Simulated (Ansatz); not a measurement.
A run for Ansatz (a quantum-chemistry and plane-wave program): R-wB97M-V/def2-TZVPP on BGeH5O (SMILES O[BH][GeH3]), a point of a torsion scan.

Ansatz 0.2 input:
```yaml
crystal:
  periodic: [false, false, false]
  atoms:
    - {symbol: O, position_ang: [1.58242898, 0.76388191, -0.17338127]}
    - {symbol: B, position_ang: [0.87845421, -0.31595499, 0.13426125]}
    - {symbol: Ge, position_ang: [-1.12635156, -0.06109164, -0.00632695]}
    - {symbol: H, position_ang: [2.54104964, 0.73215119, -0.15067475]}
    - {symbol: H, position_ang: [1.39953129, -1.33154495, 0.43794804]}
    - {symbol: H, position_ang: [-1.66850406, -0.15149563, -1.39943280]}
    - {symbol: H, position_ang: [-1.62610586, 1.27657622, 0.43608221]}
    - {symbol: H, position_ang: [-1.99900798, -1.02425956, 0.73855046]}
basis:
  gaussian:
    orbitals: def2-TZVPP
hamiltonian:
  xc: {name: wB97M-V}
scf: {lower_state_search: off}
```

Q: Predict the final total energy.

A: -2179.9781 hartree.

Q: How many basis functions does it have, and what does it roughly cost on one machine?

A: 180 functions; about 6 core-seconds (a rough figure).
